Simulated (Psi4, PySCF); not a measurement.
Psi4 was given this input:
```
memory 2 GB

molecule {
0 1
Mo    0.04556687    0.00083011    0.00560237
O     1.10220482    0.78882640   -0.97552653
O     0.86074293   -0.75306665    1.21686762
O    -0.81590576   -1.20963679   -0.94058850
H    -1.09733612   -1.94764307   -1.49061800
O    -1.06225200    1.17542170    0.70967220
H    -1.49479228    1.90042130    1.17192022
}

set {
  basis def2-svp
  scf_type pk
  puream true
  d_convergence 1e-8
  dft_radial_points 99
  dft_spherical_points 590
}

energy('pbe0')
print_variables()
```

Question: Convert this to an input for PySCF.

Answer: Several could match; the one computed here: 
```python
from pyscf import gto, scf, dft

mol = gto.Mole()
mol.atom = '''
    Mo    0.04556687    0.00083011    0.00560237
    O     1.10220482    0.78882640   -0.97552653
    O     0.86074293   -0.75306665    1.21686762
    O    -0.81590576   -1.20963679   -0.94058850
    H    -1.09733612   -1.94764307   -1.49061800
    O    -1.06225200    1.17542170    0.70967220
    H    -1.49479228    1.90042130    1.17192022
'''
mol.basis = 'def2-svp'
mol.ecp = {'Mo': 'def2-svp'}
mol.verbose = 4
mol.build()

mf = dft.RKS(mol)
mf.xc = 'pbe0'
mf.grids.atom_grid = (99, 590)
mf.grids.prune = None
mf.kernel()
```

Both were run: Psi4 gave -369.870048 Eh and PySCF -369.870049 Eh, 0.001 mEh apart.
